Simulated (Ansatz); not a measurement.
The same molecule with X = B, Al, Ga. Ansatz, PBE0-D4/def2-TZVP geometries, multiplicity 1. Each molecule was computed in one conformer, which needn't be the lowest.

Scalar relativity is left out up to krypton.

```csv
X,molecule,mean X–F bond length / Å,mean X–N bond length / Å,LUMO energy (ωB97M-V/def2-TZVPP) / eV,HOMO–LUMO gap (ωB97M-V/def2-TZVPP) / eV,HOMO energy (PBE0/def2-TZVPP) / eV
B,`C[NH2+][B-](F)(F)F`,1.371,1.658,1.48,13.89,-9.99
Al,`C[NH2+][Al-]([F])([F])[F]`,1.658,1.983,1.21,13.89,-10.27
```

(1) Give the row for X = Ga, `C[NH2+][Ga-]([F])([F])[F]`. (An estimate is asked.)

Results:

(1) Computed: 
```tsv
X	molecule	mean X–F bond length / Å	mean X–N bond length / Å	LUMO energy (ωB97M-V/def2-TZVPP) / eV	HOMO–LUMO gap (ωB97M-V/def2-TZVPP) / eV	HOMO energy (PBE0/def2-TZVPP) / eV
Ga	`C[NH2+][Ga-]([F])([F])[F]`	1.758	2.039	1.02	13.45	-10.03
```

From B to Ga the mean X–F bond length rises at each step, by 0.387 Å in all; the mean X–N bond length rises at each step, by 0.381 Å in all; the LUMO energy (ωB97M-V/def2-TZVPP) falls at each step, by 0.46 eV in all; the HOMO–LUMO gap (ωB97M-V/def2-TZVPP) isn't monotonic: highest at B, lowest at Ga; the HOMO energy (PBE0/def2-TZVPP) isn't monotonic: highest at B, lowest at Al.
